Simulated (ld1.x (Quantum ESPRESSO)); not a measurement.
# Ba, TM: configuration errors across variants

Ba (Z = 56), norm-conserving Troullier–Martins (Kleinman–Bylander form), made with ld1.x (Quantum ESPRESSO) 7.5 (PBE, scalar-relativistic). Core [Xe], reference 5d0 6s1.5 6p0.5. Waves: 6s (bound): rc 4.20 bohr; 6p (bound): rc 4.20 bohr; 5d (bound, empty): rc 2.80 bohr. Local part: all-electron potential smoothed inside 2.35 bohr (lloc = -1). Core correction: none.

All-electron excitation energies from the reference (eV): (1) 5d0 6s2 6p0 -1.004; (2) 5d0 6s1 6p0 4.358; (3) 5d0 6s1.5 6p0 1.132; (4) 5d0 6s0 6p1 6.957; (5) 5d1 6s1 6p0 0.328; (6) 5d0 6s1 6p1 1.025; (7) 5d0 6s0 6p2 3.137.

Tests that are not counted but printed errors over 1 eV. “local potential the d channel”: 5d0 6s0 6p2 (solver errors, printed error -5.7 eV); 5d0 6s1 6p1 (solver errors, printed error -1.6 eV); 1 more. “wave 6p (bound): rc 4.20 bohr becomes 6p (bound): rc 2.88 bohr”: 5d0 6s0 6p2 (solver errors, printed error -6.5 eV).

3 further variants failed, have other tests or too few solved ones, and are left out.

A true bound ghost makes a file unfit for plane-wave use even where its test errors are small: the radial tests pick states by their node count and pass the ghost by. Where a test does run into it, the solver fails or the error is huge.

Errors AE − PS in meV (a dash: test not solved or not reliable):

| change | (1) | (2) | (3) | (4) | (5) | (6) | (7) | bound ghosts |
| --- | --- | --- | --- | --- | --- | --- | --- | --- |
| base | +3.4 | -3.4 | -2.6 | +96 | +318 | +4.1 | +53 | s, p |
| local potential the d channel | +3.0 | -5.3 | -2.7 | – | +317 | – | – | s, p |
| wave 5d (bound): rc 2.80 bohr becomes 5d (bound): rc 4.16 bohr | +3.4 | -3.4 | -2.6 | +96 | +309 | +4.1 | +53 | s, p |
| all radii scaled by about 1.15 (s 4.82, p 4.82, d 3.22 bohr); local potential all-electron potential smoothed inside 2.70 bohr (lloc = -1) | +2.1 | -2.9 | -2.5 | +86 | +244 | +3.1 | +45 | s, p |
| wave 6p (bound): rc 4.20 bohr becomes 6p (bound): rc 2.88 bohr | +24 | +14 | +18 | – | +432 | +18 | – | p, s |
| local potential all-electron potential smoothed inside 4.36 bohr (lloc = -1) | +3.1 | -4.5 | -2.7 | +97 | +315 | +4.1 | +54 | none |

**Question.** Give the same row for: wave 6s (bound): rc 4.20 bohr becomes 6s (bound): rc 4.42 bohr.

**Answer.** +3.3, -3.2, -2.6, +94, +292, +4.0, +51; bound ghosts: s, p.
